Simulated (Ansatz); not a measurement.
`S[SiH2][SiH2]CCl`, relaxed with RKS PBE-D4/def2-SVP in the Gaussian-basis code of Ansatz from a rough embedded geometry. The force threshold is 0.03 eV/Å; the program also tests the step.

The species carries charge 0 and has multiplicity 1.

Start:

```xyz
12

S    -1.336   -1.484   -2.537
Si   -0.883    0.122   -1.283
Si    0.248   -0.566    0.609
C     0.698    0.992    1.575
Cl    1.546    0.543    3.053
H    -0.099   -1.940   -2.812
H    -0.020    1.075   -2.076
H    -2.094    0.808   -0.897
H     1.540   -1.224    0.135
H    -0.542   -1.509    1.356
H    -0.302    1.479    1.882
H     1.244    1.704    0.996
```

```csv
step,energy (eV),largest force (eV/Å),largest move (Å)
1,-40232.1567,2.462,0.000
2,-40232.4038,0.816,0.194
3,-40232.4467,0.812,0.200
4,-40232.4881,0.174,0.119
5,-40232.4914,0.043,0.041
6,-40232.4928,0.069,0.044
7,-40232.4942,0.016,0.055
```

End:

```xyz
12

S    -1.320   -1.593   -2.609
Si   -0.911    0.160   -1.393
Si    0.244   -0.504    0.551
C     0.717    0.989    1.644
Cl    1.635    0.434    3.100
H    -0.017   -1.995   -2.642
H    -0.140    1.216   -2.147
H    -2.270    0.718   -1.073
H     1.501   -1.217    0.130
H    -0.613   -1.448    1.347
H    -0.182    1.531    1.998
H     1.356    1.708    1.094
```

Run time 10 s (4 threads of an Arm Neoverse V2 on a shared host); peak host memory 0.17 GiB.
